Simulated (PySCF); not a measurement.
# Excitation energy of Pb⁺ by level of theory

Pb⁺ [Xe] 4f14 5d10 6s2 6p1 (2P) → Pb⁺ [Xe] 4f14 5d10 6s2 7s1 (2S), as a difference of total energies. Computed with PySCF 2.14 in x2c-TZVPPall with one added diffuse shell each of s, p, d, f type (12s8p7d4f, 99 functions), with scalar relativity by spin-free X2C-1e. Correlated levels: valence and next inner shell: [Kr] 4d10 4f14 frozen. The calculations carry no spin-orbit coupling.

```csv
method,excitation energy (eV),error (eV)
UHF,5.972,-0.235
MP2 (valence and next inner shell),5.934,-0.273
SCS-MP2 (valence and next inner shell),5.897,-0.310
CCSD (valence and next inner shell),5.982,-0.225
CCSD(T) (valence and next inner shell),5.977,-0.230
```

Reference: 6.207 eV (measured; NIST levels, between the centres of gravity of the two terms).

Errors of the correlated levels include the incompleteness of this basis and the frozen core.
